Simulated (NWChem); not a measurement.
Species: C2H4FNOSi; SMILES N#CC[Si@@H](O)F

```xyz
10

N     -0.2714    -2.9655    -0.3057
C      0.2200    -1.9770     0.0886
C      0.7979    -0.7201     0.5314
Si    -0.0237     0.7731    -0.2884
O     -1.5114     0.9235     0.4305
F      0.9251     2.0598     0.0672
H      0.6861    -0.6088     1.6316
H      1.8855    -0.6971     0.3059
H     -0.0878     0.6700    -1.7778
H     -2.1546     1.5197     0.0101
```
Atoms are numbered in this order, from 1.

All runs: NWChem. All runs use the structure optimised with PBE-D3(BJ)/def2-SVP. Level: B3LYP/def2-SVP with SMD (1 M gas to 1 M solution), gas-phase geometry. Reactions with the solvent are ignored.

For solvent acetone:

```
Item                              Value
--------------------------------  -----
solvation free energy (kcal/mol)   -9.2
dipole in solution (D)             3.88
```

### Question
What are these values for solvent chloroform?

### Answer
- solvation free energy (kcal/mol): -8.0
- dipole in solution (D): 3.74
